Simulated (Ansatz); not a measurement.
Geometry optimisation, RKS PBE0-D4/def2-SVP (Ansatz 0.2.0).

Input file:

```yaml
crystal:
  periodic: [false, false, false]
  atoms:
    - { symbol: Si, position_ang: [-0.918837, 0.378156, 0.522039] }
    - { symbol: S, position_ang: [1.489828, -2.013371, -0.19572] }
    - { symbol: H, position_ang: [-1.324346, -1.050569, 0.542206] }
    - { symbol: H, position_ang: [-2.079197, 1.206327, 0.967419] }
    - { symbol: C, position_ang: [-0.292045, 1.013589, -1.113986] }
    - { symbol: H, position_ang: [2.110923, -1.087532, 0.575049] }
    - { symbol: Br, position_ang: [0.642744, 0.698949, 2.170768] }
    - { symbol: H, position_ang: [0.912948, -2.582931, 0.882323] }
    - { symbol: H, position_ang: [-1.12585, 1.026091, -1.834651] }
    - { symbol: H, position_ang: [0.083235, 2.041473, -0.997759] }
    - { symbol: H, position_ang: [0.500596, 0.369819, -1.517588] }
basis:
  gaussian: { orbitals: def2-SVP }
hamiltonian:
  xc: pbe0
  dispersion: d4
relax:
  f_tol: 0.03
  max_steps: 50
```

Run as:

```bash
$ ansatz run input.yaml --threads 2 --pin off --max-ram 3072MiB --backend cpu --events-out ev --progress --plain --runs-dir out
```

Q: Where does it end, and by what steps?

A: The run converged. The force dipped under the threshold on the way, but the program's further checks kept it going. After 14 steps the energy has fallen by 0.080 eV; H8 moved furthest, 0.56 Å.

```
step  energy less start (eV)  largest force component (eV/Å)  accepted
   0                  0.0000                           0.431       yes
   1                 -0.0545                           0.402       yes
   2                 -0.0635                           0.204       yes
   3                 -0.0704                           0.134       yes
   4                 -0.0730                           0.028       yes
   5                 -0.0745                           0.057       yes
   6                 -0.0753                           0.068       yes
   7                 -0.0762                           0.109       yes
   8                 -0.0765                           0.228       yes
   9                 -0.0780                           0.114       yes
  10                 -0.0789                           0.029       yes
  11                 -0.0797                           0.032       yes
  12                 -0.0799                           0.066       yes
  13                 -0.0800                           0.033       yes
  14                 -0.0801                           0.005       yes
```

```xyz
11
Properties=species:S:1:pos:R:3
Si -0.981 0.530 0.595
S 1.933 -2.092 -0.206
H -1.370 -0.907 0.685
H -2.138 1.378 1.001
C -0.327 0.984 -1.089
H 1.961 -1.203 0.813
Br 0.607 0.871 2.150
H 0.912 -2.773 0.354
H -1.129 0.882 -1.838
H 0.035 2.023 -1.103
H 0.497 0.308 -1.363
```

The run took 40 s on 2 threads of Intel(R) Xeon(R) Platinum 8488C (Sapphire Rapids), with other jobs on the host, peak memory 0.32 GiB.
